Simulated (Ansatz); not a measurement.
Job for Ansatz (a program for electronic structure): R-B3LYP/def2-TZVPPD on GeH4 (SMILES [GeH4]) with ghost functions, monomers drawn apart or pushed together. Files ending in .json are basis or fitting sets from the Basis Set Exchange.

Ansatz 0.2 input:
```yaml
crystal:
  periodic: [false, false, false]
  atoms:
    - {symbol: Ge, position_ang: [0.63472932, -0.43295191, 4.90243750]}
    - {symbol: H, position_ang: [0.60703811, 1.09056127, 5.07421060]}
    - {symbol: H, position_ang: [-0.57186715, -0.85667192, 4.03931551]}
    - {symbol: H, position_ang: [0.51970096, -1.12530249, 6.26657553]}
    - {symbol: H, position_ang: [1.92397016, -0.86419626, 4.19307739]}
basis:
  gaussian:
    orbitals: def2-TZVPPD.json
    ghost_atoms:
      - {symbol: Cl, position_ang: [-0.83989672, 0.82487983, -0.48125102]}
      - {symbol: H, position_ang: [-1.07725066, 0.21030440, 0.62237952]}
hamiltonian:
  xc: {name: B3LYP}
scf: {lower_state_search: off}
```

**Question.** What total energy does the run end on?

**Answer.** -2079.4429 hartree.
